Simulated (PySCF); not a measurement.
## Electron correlation in B (boron, neutral)

[He] 2s1 2p2, high-spin 4P determinant (an excited configuration). All numbers are calculated (PySCF 2.14, the spin-free X2C one-electron Hamiltonian (Gaussian nucleus), in x2c-QZVPPall with one added diffuse shell each of s, p, d, f type (8s5p4d3f1g, 73 functions)). Frozen: 1s2; 3 electrons correlated.

```json
{"level": "CCSD", "correlation energy (mhartree)": "-16.67"}
{"level": "(T)", "correlation energy (mhartree)": "-0.12"}
{"level": "CCSD(T)", "correlation energy (mhartree)": "-16.79"}
```

Diagnostics: T1 = 0.0041, D1 = 0.0064, largest double amplitude 0.030.

Question: Is a single reference adequate?

Answer: Yes: T1 lies below 0.03 and no double amplitude reaches 0.07.
